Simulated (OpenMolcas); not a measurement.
Mn2+ in a point-charge field

Mn2+ among 6 point charges of -2 e arranged as a tetragonal octahedron (D4h), 1.67 Å from the ion, with the axial distance 1.386 Å. The active orbitals were held to one l.

* Program: OpenMolcas
* Method: CASSCF
* Basis: ANO-RCC-VDZP [5s4p2d1f]
* Scalar Hamiltonian: DKH2, point nucleus
* Active space: 5 electrons in 5 orbitals (3d)
* State averaging: 2S+1 = 6 even, 1 root; 2S+1 = 4 even, 24 roots; 2S+1 = 2 even, 75 roots
* Spin-orbit coupling: RASSI with atomic mean-field integrals over the reference wave functions

The lowest spin-free states (labels of D4, the rotations of D4h), above the lowest:

| State | Degeneracy | E (cm-1) | Free-ion L (%) |
| --- | --- | --- | --- |
| 6A1 | 1 | 0.0 | S (100) |
| 4B2 | 1 | 9557 | F (38) |
| 4E | 2 | 11961 | G (52) |
| 2E | 2 | 16460 | I (30) |
| 4A2 | 1 | 18311 | G (58) |
| 2B2 | 1 | 21537 | I (39) |
| 4B1 | 1 | 23992 | G (65) |
| 4E | 2 | 25309 | G (75) |
| 2A1 | 1 | 25527 | G (27) |
| 2A2 | 1 | 26089 | H (33) |
| 2E | 2 | 26309 | I (48) |
| 2B1 | 1 | 26732 | I (49) |
| 2E | 2 | 28569 | I (45) |
| 4A1 | 1 | 29534 | G (95) |
| 4A1 | 1 | 30276 | G (99) |
| 2B2 | 1 | 30904 | F (40) |
| 4B2 | 1 | 31931 | G (50) |
| 4B1 | 1 | 32850 | D (68) |
| 4E | 2 | 33240 | D (64) |
| 2A2 | 1 | 34142 | F (41) |

The lowest levels with spin-orbit coupling:

| E (cm-1) | Degeneracy | Label | 2S+1 | g |
| --- | --- | --- | --- | --- |
| 0.0 | 2 | E3/2 | 6 | 0.00 0.00 10.01 |
| 2.6 | 2 | E3/2 | 6 | 0.00 0.00 6.01 |
| 3.8 | 2 | E1/2 | 6 | 2.00 6.01 6.01 |
| 9553 | 2 | E3/2 | 4 | 2.05 4.07 4.07 |
| 9556 | 2 | E1/2 | 4 | 0.00 0.00 6.14 |
| 11867 | 2 | E3/2 | 4 | 1.17 1.17 7.58 |
| 11920 | 2 | E3/2 | 4 | 1.01 1.01 3.58 |
| 11996 | 2 | E1/2 | 4 | 0.05 0.27 0.27 |
| 12093 | 2 | E1/2 | 4 | 0.24 0.24 4.04 |
| 16249 | 2 | E3/2 | 2 | 0.18 0.18 5.46 |
| 16639 | 2 | E1/2 | 2 | 0.05 0.05 1.52 |
| 18351 | 2 | E1/2 | 4 | 1.99 3.92 3.92 |
| 18389 | 2 | E3/2 | 4 | 0.01 0.01 5.97 |
| 21535 | 2 | E3/2 | 2 | 1.76 1.99 1.99 |
| 23994 | 2 | E3/2 | 4 | 1.95 3.88 3.88 |
| 23996 | 2 | E1/2 | 4 | 0.00 0.00 5.84 |
| 25119 | 2 | E1/2 | 4 (62 %) | 1.93 1.93 7.00 |
| 25205 | 2 | E3/2 | 4 | 2.30 2.32 2.32 |
| 25286 | 2 | E1/2 | 4 | 2.15 2.15 3.73 |
| 25300 | 2 | E3/2 | 4 | 1.78 2.33 2.33 |

Powder χT (cm3 K/mol): 4.11 at 2 K, 4.37 at 10 K, 4.38 at 50 K, 4.38 at 100 K, 4.38 at 200 K, 4.38 at 300 K. The effective moment at 300 K is 2.828 √(χT) = 5.92 μB.

The lowest level has 2S+1 = 6, for which the spin-only value is χT = S(S+1) / 2 = 4.375 cm3 K/mol (g = 2). The computed 4.384 at 300 K differs by +0.009, little more than the free-electron g of 2.0023 accounts for.

Without dynamic correlation the repulsion within the d shell is too large (B by tens of per cent), so at a given field states of lower spin stand too high. Point charges carry no covalency, so the field is a model and not that of real ligands. No measured value stands beside these numbers.
